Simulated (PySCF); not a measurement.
Two-component Hartree-Fock for Cr (chromium, neutral)

Start: [Ar] 3d5 4p1; 3d5/2 filled at m_j = -3/2, -1/2, +1/2, +3/2, +5/2; 4p3/2 filled at m_j = +3/2. Calculated with PySCF 2.14 in x2c-SVPall-2c with one added diffuse shell each of s, d type (6s5p4d1f, 48 functions): generalised Hartree-Fock with the X2C-1e Hamiltonian and a Gaussian nucleus; one run each with spin-orbit coupling (SO) switched off, then screened by Boettger's factors. This is a chosen level, not necessarily the ground level.

```tsv
spinor shell	electrons	ε, spin-free (eV)	ε, screened SO (eV)	weight of nominal j (screened SO)	rms radius, screened SO (bohr)
1s1/2	2	-6039.5	-6039.4	1.000	0.0735
2s1/2	2	-722.20	-722.19	1.000	0.316
2p1/2	2	-603.79	-609.93	0.982	0.286
2p3/2	4	-603.79	-600.76	0.991	0.288
3s1/2	2	-90.932	-90.930	1.000	0.970
3p1/2	2	-56.185	-56.520	0.665	1.05
3p3/2	4	-56.185	-56.022	0.832	1.05
3d5/2	5	-9.707	-9.706	0.582	1.67
4p3/2	1	-1.743	-1.718	1.000	3.32
```

```json
{"quantity": "E (hartree)", "spin-free": "-1049.32346", "screened SO": "-1049.33066"}
{"quantity": "M_J", "spin-free": "4", "screened SO": "4"}
{"quantity": "⟨J²⟩", "spin-free": "20.636", "screened SO": "20.630"}
{"quantity": "⟨L²⟩", "spin-free": "2.636", "screened SO": "2.636"}
{"quantity": "⟨S²⟩", "spin-free": "12.000", "screened SO": "11.999"}
```

The determinant has a definite M_J but mixes levels of different J.

Each row is a mean over spinors that exchange with the open shell spreads, by up to 11.556 eV (3p3/2).

Rows whose weight is well below 1 are mixtures of j = l ± 1/2: exchange outweighs spin-orbit coupling there, and the label is only the starting occupation.

Without spin-orbit coupling the j labels of p, d and f shells carry no meaning; the spin-free column gives the mean over the occupied spinors of each nl shell, and its ⟨J²⟩ belongs to a mixture of degenerate components.
